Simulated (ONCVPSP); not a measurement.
# Building the ONCV potential for barium (Ba) (PBEsol, scalar-relativistic).

barium (Ba), optimised norm-conserving Vanderbilt (ONCV), made with ONCVPSP 4.0.1 (PBEsol, scalar-relativistic). Core [Xe], reference 6s2. Waves: 6s: rc 4.00 bohr, ncon 4, nbas 8, qcut 1.4 1/bohr, 1 projector; p scattering state at 0.27 Ha: rc 3.40 bohr, ncon 4, nbas 8, qcut 2.1 1/bohr, 2 projectors, debl 3.6 Ha; d scattering state at 0.17 Ha: rc 3.60 bohr, ncon 4, nbas 8, qcut 2.5 1/bohr, 1 projector. Local part: polynomial inside 2.35 bohr (lpopt 5, dvloc0 6 Ha). Core correction: polynomial model core, fcfact 0.5.

In the d channel the program set the typed energies aside and used -0.075 Ha.

All-electron outer shells of the reference configuration (PBEsol, scalar-relativistic, ld1.x):

| shell | level (eV) | outermost node (bohr) | outermost maximum (bohr) |
| --- | --- | --- | --- |
| 6s | -3.25 | 1.97 | 4.16 |

Results:

- Cutoffs needed: 1.1 Ha and 7.4 Ha (the cutoffs (Ha) at which the residual kinetic energy of the hardest occupied pseudo-wave falls to 1 and 0.1 mHa per electron) The cutoffs count occupied waves only; projector 2 of the p channel, the hardest unoccupied one, needs 15 Ha at the loose tolerance.
- Ghost test: no bound ghost flagged; GHOST(+) flagged for p at 124.8 eV
- Largest excitation error: +65 meV (all-electron minus pseudo) for 6s1 6p1, out of 4 test configurations
- rms error of d²Exc/dni dnj: 4.04 mHa without and 0.09 mHa with the model core

Generation and tests took about 5.2 s on one core of a shared server CPU.
